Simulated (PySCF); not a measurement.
# Correlation energy of Au (gold, neutral)

[Xe] 4f14 5d10 6p1, 2P determinant (an excited configuration). All numbers are calculated (PySCF 2.14, the spin-free X2C one-electron Hamiltonian (Gaussian nucleus), in x2c-TZVPPall (11s7p7d3f1g, 97 functions)). Frozen: [Kr] 4d10 4f14; 19 electrons correlated.

| level | correlation energy (mhartree) |
| --- | --- |
| CCSD | -531.51 |
| (T) | -17.69 |
| CCSD(T) | -549.20 |

Diagnostics: T1 = 0.016, D1 = 0.0650, largest double amplitude 0.041.

Question: Is a single reference adequate?

Answer: Yes, within this model without spin-orbit coupling: T1 lies below 0.03 and no double amplitude reaches 0.07.

The basis was made for the ground configuration and has no added diffuse functions, which can raise the energy of the promoted electron.

This basis was not built for core-valence correlation, so the inner-shell part is incomplete.
